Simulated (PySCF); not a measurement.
C6H9F.
SMILES with atom numbers: `[CH2:1]=[CH:2]/[CH:3]=[CH:4]/[CH2:5][CH2:6][F:7]` (hydrogens: H8, H9 on C1; H10 on C2; H11 on C3; H12 on C4; H13, H14 on C5; H15, H16 on C6)

The closed-shell SCF was solved with PySCF and density fitting under several settings on one GFN2-xTB geometry (grid level 2 and gas phase unless stated).

```json
{"settings": "PBE0/pcSseg-1", "basis functions": "164", "SCF cycles": "14", "E (Eh)": "-333.4331", "HOMO (eV)": "-6.65", "LUMO (eV)": "-0.75", "dipole (D)": "1.66"}
{"settings": "PBE0/def2-SVPD", "basis functions": "215", "SCF cycles": "14", "E (Eh)": "-333.2449", "HOMO (eV)": "-6.68", "LUMO (eV)": "-0.80", "dipole (D)": "1.66"}
{"settings": "PBE0/6-31++G**, level shift 0.3 Eh", "basis functions": "180", "SCF cycles": "13", "E (Eh)": "-333.4906", "HOMO (eV)": "-6.61", "LUMO (eV)": "-0.78", "dipole (D)": "1.72"}
```

Q: Estimate the row for these settings: PBE0/ANO-RCC-VDZP, fitting basis def2-universal-jkfit.

A: 
```json
{"settings": "PBE0/ANO-RCC-VDZP, fitting basis def2-universal-jkfit", "basis functions": "143", "SCF cycles": "11", "E (Eh)": "-333.5726", "HOMO (eV)": "-6.54", "LUMO (eV)": "-0.60", "dipole (D)": "1.73"}
```

Q: Over all rows, what range does the HOMO–LUMO gap span?

A: From 5.83 eV (PBE0/6-31++G**, level shift 0.3 Eh) to 5.94 eV (PBE0/ANO-RCC-VDZP, fitting basis def2-universal-jkfit).

Q: And the dipole moment?

A: From 1.66 D to 1.73 D; the largest is 1.04 times the smallest, and the median is 1.69 D.

Q: Compare two rows with the functional PBE0: PBE0/ANO-RCC-VDZP, fitting basis def2-universal-jkfit and PBE0/def2-SVPD. Which energy is lower, and by how much?

A: PBE0/ANO-RCC-VDZP, fitting basis def2-universal-jkfit (143 functions) lies 0.3277 Eh or 206 kcal/mol below PBE0/def2-SVPD (215 functions). The smaller set gives the lower energy; the two sets aren't nested, so the variational bound doesn't order them by size.

Cycle counts include a coarse-grid stage where the run had one. All basis functions are spherical, in the Pople sets too. ANO-RCC sets were contracted for a scalar-relativistic Hamiltonian, but ran non-relativistically here.

Conformer computed: `[CH2:1]=[CH:2]/[CH:3]=[CH:4]/[CH2:5][CH2:6][F:7]`: C1–C2–C3–C4 179°, C3–C4–C5–C6 -121°, C4–C5–C6–F7 -66°.

One conformer stands for the species.
